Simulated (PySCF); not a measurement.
# Correlation energy of Ca⁺ (calcium, charge +1)

[Ar] 4p1, 2P determinant (an excited configuration). Calculation: PySCF 2.14, in x2c-TZVPPall with one added diffuse shell each of s, p, d type (7s6p4d, 45 functions); scalar relativity by spin-free X2C-1e. Frozen: [Ne]; 9 electrons correlated.

```csv
level,correlation energy (mhartree)
CCSD,-184.80
(T),-2.55
CCSD(T),-187.35
```

Diagnostics: T1 = 0.0077, D1 = 0.0322, largest double amplitude 0.019.

Cost of the coupled-cluster step: of the order of 1.6 core-seconds, for 9 correlated electrons.

Iterations:

```
CC2 = 0
CCSD nocc = (np.int64(5), np.int64(4)), nmo = (40, 40)
frozen orbitals [[0, 1, 2, 3, 4], [0, 1, 2, 3, 4]]
max_cycle = 100
direct = 0
conv_tol = 1e-08
conv_tol_normt = 1e-06
diis_space = 8
diis_start_cycle = 0
Init t2, MP2 energy = -0.167618831768432
Init E_corr(UCCSD) = -0.167618831770267
cycle = 1  E_corr(UCCSD) = -0.182147381357787  dE = -0.0145285496  norm(t1,t2) = 0.0282532
cycle = 2  E_corr(UCCSD) = -0.184110110505269  dE = -0.00196272915  norm(t1,t2) = 0.0100175
cycle = 3  E_corr(UCCSD) = -0.184909687555073  dE = -0.00079957705  norm(t1,t2) = 0.00463714
cycle = 4  E_corr(UCCSD) = -0.184802446536882  dE = 0.000107241018  norm(t1,t2) = 0.000616951
cycle = 5  E_corr(UCCSD) = -0.184797024038543  dE = 5.42249834e-06  norm(t1,t2) = 9.00802e-05
cycle = 6  E_corr(UCCSD) = -0.184797711772825  dE = -6.87734282e-07  norm(t1,t2) = 1.34801e-05
cycle = 7  E_corr(UCCSD) = -0.18479760883145  dE = 1.02941374e-07  norm(t1,t2) = 2.58749e-06
cycle = 8  E_corr(UCCSD) = -0.184797611904838  dE = -3.07338766e-09  norm(t1,t2) = 5.91683e-07
UCCSD converged
E(UCCSD) = -679.5081280259741  E_corr = -0.184797611904838
UCCSD(T) correction = -0.00255318380934687
```

This basis was not built for core-valence correlation, so the inner-shell part is incomplete.
